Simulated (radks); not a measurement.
Results of a calculation; reference values are marked as such.
Task: The mean radii <r> (bohr) of the occupied orbitals of an atom or ion are listed with their occupations. Code: a radial shooting solver on a logarithmic mesh with Libxc functionals. Model: scalar-relativistic Kohn-Sham, BLYP, spin-unpolarised, spherical densities, finite nucleus; Fermi nuclear charge, rms radius of each element as measured or else 0.836 A^(1/3) + 0.57 fm.

orbital  occ.     <r>
1s          2  0.2701
2s          2   1.373
3d          1   4.756

Name the element and its charge.

Result: Z = 6, carbon, charge +1: C+ in [He] 2s2 3d1. The 1s radius gives Z: for a bare nucleus <r> = (2 gamma + 1)/(2Z) with gamma = sqrt(1 - (Z/c)^2), 0.2498 bohr for Z = 6, and screening makes it slightly larger (0.2701 here). The occupations add up to 5, and the charge is Z minus that.
